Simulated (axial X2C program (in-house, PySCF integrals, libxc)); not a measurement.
Which molecule has these constants?

Calculated with an axial X2C code built on PySCF integrals, spin-free (one-electron X2C) or two-component (2c: spin–orbit coupling with atomic mean-field Coulomb and Gaunt terms, which also bring small scalar terms), in Dyall basis sets with cores contracted in-house; open shells are unrestricted.

A two-component CCSD(T) calculation in a Dyall 3-zeta basis gave Re = 3.449 Å, ωe = 224.4 cm⁻¹, De = 1.33 eV, Ω = 0.

Task: Which molecule is it?
A. LiSr⁺
B. LiBe⁺
C. LiBa⁺
D. LiCa⁺
E. LiMg⁺

Result: A. The others have LiBa⁺ 3.606 Å and 216.5 cm⁻¹ (Ω = 0); LiMg⁺ 2.936 Å and 261.5 cm⁻¹ (Ω = 0); LiCa⁺ 3.292 Å and 240.5 cm⁻¹ (Ω = 0); LiBe⁺ 2.629 Å and 313.7 cm⁻¹ (Ω = 0).

Frozen shells (counts by l): LiSr⁺ Sr 3s2p1d, Li 1s, 10 electrons correlated; LiBa⁺ Ba 4s3p2d, Li 1s, 10 electrons correlated; LiMg⁺ Mg 2s1p, Li 1s, 2 electrons correlated; LiCa⁺ Ca 2s1p, Li 1s, 10 electrons correlated; LiBe⁺ Be 1s, Li 1s, 2 electrons correlated. Coupled cluster in natural virtuals with an MP2 remainder. Where the outer core of a metal is frozen, bonds come out longer and ionisation energies lower.

Each entry is the lowest single determinant of a limited PBE0 search at one distance. De goes to single-determinant-based atoms at the same level (for ions the charge split of lowest energy) and is withheld (n/a) where an atom does not fit its ground term or J level. Main or longest-lived isotopes. One determinant is a doubtful description, or other states lie close, for LiBa⁺; these need not be ground states, and all values refer to the states named.
